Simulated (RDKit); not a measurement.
A run for RDKit: MMFF94 on C2H6 (SMILES CC).

```python
from rdkit import Chem
from rdkit.Chem import AllChem, rdDetermineBonds

blocks = [
'''8

C     0.00002585   -0.00000000    0.77004551
C     0.00002585   -0.00000000   -0.77004551
H     1.01298902   -0.00000000    1.17435950
H    -0.50645743    0.87725122    1.17436143
H    -0.50645743   -0.87725122    1.17436143
H     1.01298902    0.00000000   -1.17435950
H    -0.50645743    0.87725122   -1.17436143
H    -0.50645743   -0.87725122   -1.17436143
''',
]
mol = None
for b in blocks:
    f = Chem.MolFromXYZBlock(b)
    rdDetermineBonds.DetermineBonds(f, charge=0)
    mol = f if mol is None else Chem.CombineMols(mol, f)
Chem.SanitizeMol(mol)
print(Chem.MolToSmiles(Chem.RemoveHs(mol)))
ff = AllChem.MMFFGetMoleculeForceField(mol, AllChem.MMFFGetMoleculeProperties(mol), nonBondedThresh=100.0, ignoreInterfragInteractions=False)
e = ff.CalcEnergy()
print(f'MMFF94 energy {e:.6f} kcal/mol')
```

Program output:

```
CC
MMFF94 energy -1.013397 kcal/mol
```

The run finished.

Cost: very roughly 0.020 core-seconds.
